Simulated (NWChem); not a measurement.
Basis-set convergence for CH5NSn

```xyz
8

Sn    -0.1362    -0.0233     0.3908
C      0.7189     1.5701    -0.9219
H      0.7062     2.5531    -0.4259
H      0.1444     1.6407    -1.8609
H      1.7635     1.3222    -1.1773
N     -0.0200    -1.4397    -1.0808
H      0.3308    -1.2864    -2.0244
H     -0.3091    -2.4070    -0.9569
```
Charge 0, spin multiplicity 1.

Everything below was run with NWChem. The geometry was optimised at B3LYP/def2-SVP with def2 effective core potentials on Sn, with no frequency check, so it may be a saddle point. It is one conformer; others weren't searched.

Quantity: first vertical ionisation energy at the level G0W0@PBE.

Effective core potentials replace the inner electrons of Sn; spin-orbit coupling is left out. GW and range-separated runs recompute their integrals, the others keep them in memory, which bears on the times. The structure started from a generated list of species.

Costs are rough ratios of processor time within this set of runs, SCF included, with def2-SVP as 1.

| basis | functions | first vertical ionisation energy (eV) | relative cost |
|---|---|---|---|
| def2-SVP | 79 | 7.40 | 1 |
| def2-SVPD | 112 | 7.50 | under 3 |
| def2-TZVP | 142 | 7.82 | 4 |
| def2-TZVPD | 175 | 7.81 | 8 |
| def2-TZVPP | 182 | 7.85 | 7 |

Smallest basis within 0.05 eV of def2-TZVPP, the largest set run: def2-TZVP, with 142 functions against 182 (also within reach: def2-TZVPD). def2-TZVPP isn't the basis-set limit itself, and a small set can land close by cancellation.
